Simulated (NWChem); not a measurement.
Molecule: SnH2S2, singlet; SMILES [SH][Sn][SH]

```xyz
5

Sn     0.0000     0.0000     0.6803
S      1.7589     0.0043    -1.0251
H      2.7502     0.0068    -0.1057
S     -1.7589    -0.0043    -1.0251
H     -2.7502    -0.0068    -0.1057
```
Atoms are numbered in this order, from 1.

Level: PBE0/def2-SVP with def2 effective core potentials on Sn (NWChem), optimised geometry, unscaled harmonic frequencies. Low-valent species are run as closed-shell singlets; no triplet was tried in these runs. def2 effective core potentials on Sn; no spin-orbit coupling.

```
frequency (cm⁻¹)  IR intensity (km/mol)
----------------  ---------------------
111                                 0.8
252                                 0.0
338                                54.2
339                                26.4
345                                25.8
623                                23.7
713                                 4.0
2708                                0.5
2708                                0.9
```

```
Item                                                                               Result
-----------------------------------------------------------------------  ----------------
zero-point energy                                                           11.6 kcal/mol
thermal correction to the enthalpy at 298.15 K (with zero-point energy)     15.6 kcal/mol
heat capacity Cv                                                         16.2 cal/(mol K)
entropy at 298.15 K and 1 atm (symmetry number 2)                        76.9 cal/(mol K)
```

Rigid rotor and harmonic oscillator.
